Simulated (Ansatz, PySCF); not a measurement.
Lewis adduct: GaH3 (SMILES [GaH3]) (first 4 atoms) with PH3 (SMILES P); geometry from B3LYP-D3(BJ)/def2-TZVP, rigid monomers moved along the line of their centres of mass till Ga1···P5 is 3.60 Å.
(charge 0, multiplicity 1):
```xyz
8

Ga    -0.46140     0.48940     0.71029
H     -1.53945     1.49702     1.26562
H     -0.95067    -0.79868    -0.05585
H      1.00394     1.01248     0.45528
P      0.23099    -1.13399     3.84662
H      1.18349    -2.17105     3.89027
H      0.72066    -0.36769     4.92251
H     -0.81192    -1.79157     4.52815
```

Monomers are frozen at their geometry in the pair; levels with a basis set take the counterpoise correction.

Frozen-core correlation. Filled d and f shells under p-block atoms count as core. CBS(a, b) extrapolates the correlation energy as X⁻³ and adds the Hartree–Fock energy of set b.

Run with Ansatz (Gaussian basis) for Hartree–Fock, density functionals and correlated methods; PySCF for the dispersion terms. Values without a source in brackets are computed.

Task: Give the interaction energy at the level B3LYP-D4/def2-TZVPPD.

Result: -6.8 kcal/mol

Task: Predict the interaction energy from CCSD(T)/CBS(def2-SVPD, def2-TZVPPD).

Result: -6.0 kcal/mol

Task: Estimate the interaction energy that PBE-D4/def2-TZVPPD returns for this input.

Result: -7.1 kcal/mol

Ansatz is a program for electronic structure.
